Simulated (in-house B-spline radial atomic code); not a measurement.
Atomic self-consistent-field run: the scandium ion Sc⁶⁺ (an excited or competing configuration). Computed with an all-electron radial atomic-structure program (B-spline basis): Dirac-Hartree-Fock, average of configuration, Fermi nucleus of rms radius 3.5459 fm.

Command:
```bash
python run_scf.py task.json out
```
Settings (nuclear radius in fm, mass in u):
```
Z                21
configuration    [Ne] 3s2 3p2 7f1
hamiltonian      dirac
method           hf
spin_polarised   False
nucleus          fermi
rms_radius       3.5459
atomic_mass      44.95591
speed_of_light   137.035999084
```

Output (hartree, bohr):
```
 radial grid: 73 intervals, B-splines of order 8, outer radius 36.5672 bohr

 iter        energy (Eh)    residual
    1       -743.7295310    5.80e-01
    2       -747.2085882    1.29e-01
    3       -747.2908421    5.30e-02
    4       -747.3050262    2.17e-02
    5       -747.3079217    3.96e-03
    6       -747.3080168    1.90e-04
    7       -747.3080170    7.69e-06
    8       -747.3080170    3.63e-07
    9       -747.3080170    7.26e-09

 total energy                     -747.308017
 kinetic                            754.65830
 electron-nucleus                 -1709.49493
 electron-electron                  207.52861

 first-order corrections (not in the total)
   Gaunt                            0.24156
   retardation                     -0.01940
   frequency dependence            -0.00036
   self-energy                      0.16179
   Uehling                         -0.01218
   Wichmann-Kroll                   0.00005
   recoil                           0.00740

 orbital      occ     eigenvalue          <r>       <r^2>       <1/r>       r_max    small
 1s1/2      2.000     -171.95024    0.0729502  0.00715688     20.7819     0.04782  5.65e-03
 2s1/2      2.000      -24.09198     0.338506    0.135268     4.36488      0.2816  9.91e-04
 2p1/2      2.000      -20.63617      0.30301    0.113075     4.25859      0.2305  9.54e-04
 2p3/2      4.000      -20.45956     0.305476    0.114783     4.21109      0.2325  9.45e-04
 3s1/2      2.000       -6.43976     0.971186     1.07145     1.43888      0.8752  2.36e-04
 3p1/2      0.667       -5.61477     0.994544     1.13751     1.36709      0.8876  2.20e-04
 3p3/2      1.333       -5.58866     0.999005     1.14748     1.35848      0.8921  2.19e-04
 7f5/2      0.429       -0.51013      9.41427     100.308    0.149036       10.54  1.45e-05
 7f7/2      0.571       -0.51011      9.41473     100.317    0.149019       10.54  1.45e-05

 Slater integrals (Eh)
   F0(3p1/2,3p1/2)               0.904420
   F0(3p1/2,3p3/2)               0.902371
   G2(3p1/2,3p3/2)               0.463015
   F0(3p1/2,7f5/2)               0.146748
   G2(3p1/2,7f5/2)               0.013986
   F0(3p1/2,7f7/2)               0.146735
   G4(3p1/2,7f7/2)               0.009552
   F0(3p3/2,3p3/2)               0.900340
   F2(3p3/2,3p3/2)               0.462220
   F0(3p3/2,7f5/2)               0.146715
   F2(3p3/2,7f5/2)               0.020407
   G2(3p3/2,7f5/2)               0.014062
   G4(3p3/2,7f5/2)               0.009614
   F0(3p3/2,7f7/2)               0.146703
   F2(3p3/2,7f7/2)               0.020401
   G2(3p3/2,7f7/2)               0.014061
   G4(3p3/2,7f7/2)               0.009614
   F0(7f5/2,7f5/2)               0.094973
   F2(7f5/2,7f5/2)               0.048184
   F4(7f5/2,7f5/2)               0.033791
   F0(7f5/2,7f7/2)               0.094970
   F2(7f5/2,7f7/2)               0.048184
   F4(7f5/2,7f7/2)               0.033790
   G2(7f5/2,7f7/2)               0.048183
   (list cut)
```

Cost of the run: 0.96 s on 1 thread of Arm Neoverse V2, with other jobs on the host.

For the Dirac Hamiltonian the kinetic term is c α·p + (β - 1)c².
